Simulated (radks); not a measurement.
Spherical quantum dot in the effective-mass picture: electrons in a parabolic well V = omega^2 r^2 / 2 with omega = 0.631, with a point charge +1 (a donor) at the centre, all in effective atomic units (hartree* = m*/eps^2 hartree, bohr* = eps/m* bohr), one dielectric constant everywhere. Calculated with a radial shooting solver with Libxc functionals: non-relativistic Kohn-Sham, LDA (Slater exchange, Perdew-Wang correlation), spin-polarised, spherical densities. Levels are named by radial order and angular momentum (1s, 1p, 1d, 2s, ...), and open shells are averaged over m. Results are scaled to m* = 0.126 and eps = 8, for which hartree* = 53.57 meV and bohr* = 3.36 nm.

N = 4, configuration 1s2 1p(up 2, down 0). This is the lowest configuration that the search found. Occupied and some empty levels:

level    occupation  eigenvalue (meV)  <r> (nm)
1s up             1            98.386     4.341
1s down           1            102.20     4.252
1p up             2            136.36     6.671
1p down           0            141.25     6.709
2s up             0            157.83     7.063
2s down           0            161.09     7.172
1d up             0            167.10     7.998
1d down           0            171.57     8.090
1f up             0            197.98     9.059
1f down           0            201.74     9.168

Energy (meV): total 260.447, kinetic 142.68, external -42.196, Hartree 236.61, exchange-correlation -76.647.
